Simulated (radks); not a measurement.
The mean radii <r> (bohr) of the occupied orbitals of an atom or ion are listed with their occupations. Calculated with a radial shooting solver on a logarithmic mesh with Libxc functionals: scalar-relativistic Kohn-Sham, LDA (Slater exchange, Perdew-Wang correlation), spin-polarised, spherical densities, finite nucleus; Fermi nuclear charge, rms radius of each element as measured or else 0.836 A^(1/3) + 0.57 fm.

| orbital | occ. | <r> |
|---|---|---|
| 1s up | 1 | 0.04153 |
| 1s down | 1 | 0.04153 |
| 2s up | 1 | 0.1836 |
| 2s down | 1 | 0.1835 |
| 2p up | 3 | 0.1600 |
| 2p down | 3 | 0.1599 |
| 3s up | 1 | 0.5177 |
| 3s down | 1 | 0.5187 |
| 3p up | 3 | 0.5215 |
| 3p down | 2 | 0.5228 |
| 3d up | 5 | 0.5103 |
| 3d down | 4 | 0.5124 |

Name the element and its charge. Open shells, if any, are filled with parallel spins first.

Answer. Z = 36, krypton, charge +10: Kr10+ in [Ne] 3s2 3p5 3d9. The 1s radius gives Z: for a bare nucleus <r> = (2 gamma + 1)/(2Z) with gamma = sqrt(1 - (Z/c)^2), 0.04069 bohr for Z = 36, and screening makes it slightly larger (0.04153 here). The occupations add up to 26, and the charge is Z minus that.
